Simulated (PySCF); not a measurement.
Match the calculated data to a structure.

All candidates are C2H7NOSi.

- Rotational structure: rotational constants A, B, C: 7.424, 2.143, 1.823 GHz [GFN2-xTB]
- Dipole: 4.06 D [B3LYP/def2-SVPD]
- UV, first state: lowest singlet excitation: 3.14 eV (395 nm, f = 0.001) [TDDFT B3LYP/def2-SVPD]
- 13C NMR: chemical shifts (computed TMS as zero) by class: 247.5 (1 C), 31.0 (1 C) ppm [GIAO PBE0/pcSseg-1]
- UV, strongest line: among the 8 lowest singlet transitions: S4 at 6.00 eV (207 nm, f = 0.013) [TDDFT B3LYP/def2-SVPD]
- Polarisability: 65.1 au [B3LYP/def2-SVPD]
- NMR, other nuclei: isotropic shieldings of nuclei other than C and H, by class: 243 (1 N), -630 (1 O), 412 (1 Si) ppm [GIAO PBE0/pcSseg-1]
- Triplet: lowest triplet excitation (Tamm–Dancoff): 2.48 eV [TDA B3LYP/def2-SVPD]
- 1H NMR: chemical shifts (computed TMS as zero) by class: 12.61 (1 H), 3.99 (2 H), 3.06 (2 H), 0.81 (2 H) ppm [GIAO PBE0/pcSseg-1]

The electronic properties come from PySCF, for the isolated species, density fitting. Levels stand in brackets. Geometry: GFN2-xTB, one conformer, isolated molecule. NMR values are class means; diastereotopic atoms form classes of their own.

Task: Which candidate is it?
A. `NC[SiH2]C=O`
B. `C/C=N/[SiH2]O`
C. `CC(=O)N[SiH3]`
D. `C/C=N\[SiH2]O`

Result: A. It is `NC[SiH2]C=O`. Numbering: `[NH2:1][CH2:2][SiH2:3][CH:4]=[O:5]`. Its formula, C2H7NOSi, gives 1 degree of unsaturation: 0 rings and 1 π bond in the structure found. 2 carbons fall into 2 classes; from least to most shielded: carbonyl carbon [C4] (247.5 ppm), sp3 carbon bound to nitrogen [C2] (31.0 ppm). Hydrogen classes from least to most shielded: 1 H on a carbonyl carbon, C4 (12.61 ppm), 2 H on an SiH2 silicon, Si3 (3.99 ppm), 2 H on an sp3 carbon bound to nitrogen, C2 (3.06 ppm), 2 H on a primary amine nitrogen, N1 (0.81 ppm). The other shieldings belong to: 243 ppm, primary amine nitrogen [N1]; -630 ppm, carbonyl oxygen [O5]; 412 ppm, SiH2 silicon [Si3]. S1 is mainly HOMO→LUMO (weight 0.92); the largest Löwdin shares of the orbital it empties are 0.42 on the carbonyl oxygen, 0.16 on the carbonyl carbon, 0.12 on the primary amine nitrogen and 0.10 on the SiH2 silicon, of the orbital it fills 0.40 on the carbonyl carbon, 0.34 on the carbonyl oxygen, 0.11 on the SiH2 silicon and 0.06 on the formyl hydrogen. The optimised geometry has point group C1 and is an asymmetric top.

The others, at the same levels:
- `C/C=N\[SiH2]O` fails: its computed 13C shifts are 176.5 (1 C), 32.3 (1 C) ppm, 1H shifts are 8.50 (1 H), 5.31 (2 H), 2.04 (3 H), 1.55 (1 H) ppm and rotational constant A is 11.183 GHz (against 7.424 GHz).
- `CC(=O)N[SiH3]` fails: its computed 13C shifts are 178.5 (1 C), 23.8 (1 C) ppm, 1H shifts are 4.48 (3 H), 4.41 (1 H), 2.06 (3 H) ppm and rotational constant A is 9.991 GHz (against 7.424 GHz).
- `C/C=N/[SiH2]O` fails: its computed 13C shifts are 175.7 (1 C), 33.4 (1 C) ppm, 1H shifts are 8.81 (1 H), 5.13 (2 H), 2.16 (3 H), 1.58 (1 H) ppm and rotational constant A is 13.553 GHz (against 7.424 GHz).

Each candidate is one conformer, not necessarily the lowest. The conformers computed, where there is a choice (atom-mapped SMILES and torsion angles):
- `[NH2:1][CH2:2][SiH2:3][CH:4]=[O:5]`: N1–C2–Si3–C4 -56°, C2–Si3–C4–O5 -139°, H–N1–C2–Si3 173°, H–N1–C2–Si3 -68°
- `[CH3:1]/[CH:2]=[N:3]\[SiH2:4][OH:5]`: C2–N3–Si4–O5 -137°, H–O5–Si4–N3 -37°
- `[CH3:1][C:2](=[O:3])[NH:4][SiH3:5]`: C1–C2–N4–Si5 -179°
- `[CH3:1]/[CH:2]=[N:3]/[SiH2:4][OH:5]`: C2–N3–Si4–O5 134°, H–O5–Si4–N3 36°
